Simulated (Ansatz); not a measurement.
Start from `COB(Cl)OC` and change one element to get `COB(Br)OC`.

Ansatz, PBE0-D4/def2-TZVP geometries, multiplicity 1. Each molecule was computed in one conformer, which needn't be the lowest.

Scalar relativity is left out up to krypton.

```tsv
property	`COB(Cl)OC`
size of the dipole moment (B3LYP/def2-TZVPP) / D	2.32
LUMO energy (PBE/def2-TZVPP) / eV	-0.06
LUMO energy (PBE0/def2-TZVPP) / eV	0.92
HOMO–LUMO gap (PBE/def2-TZVPP) / eV	6.96
size of the dipole moment (PBE/def2-TZVPP) / D	2.27
HOMO–LUMO gap (PBE0/def2-TZVPP) / eV	9.48
```

Give the same properties after the change, and the shifts. (Best estimate.)

Computed: 
```json
{"property": "size of the dipole moment (B3LYP/def2-TZVPP) / D", "`COB(Br)OC`": "2.51", "shift": "0.19"}
{"property": "LUMO energy (PBE/def2-TZVPP) / eV", "`COB(Br)OC`": "-0.22", "shift": "-0.16"}
{"property": "LUMO energy (PBE0/def2-TZVPP) / eV", "`COB(Br)OC`": "0.76", "shift": "-0.16"}
{"property": "HOMO–LUMO gap (PBE/def2-TZVPP) / eV", "`COB(Br)OC`": "6.65", "shift": "-0.31"}
{"property": "size of the dipole moment (PBE/def2-TZVPP) / D", "`COB(Br)OC`": "2.45", "shift": "0.18"}
{"property": "HOMO–LUMO gap (PBE0/def2-TZVPP) / eV", "`COB(Br)OC`": "8.96", "shift": "-0.52"}
```

With PBE0 the HOMO rises by 0.36 eV and the LUMO falls by 0.16 eV, so the gap narrows by about 0.52 eV. PBE moves the HOMO by 0.15 eV and ωB97M-V by 0.46 eV. Dipoles are sizes alone; their direction can turn.

B3LYP here is the variant with VWN-RPA as its local correlation; programs differ in this.

Spin–orbit coupling is left out; it splits and shifts lone-pair levels of the heavy atoms by tenths of an eV.
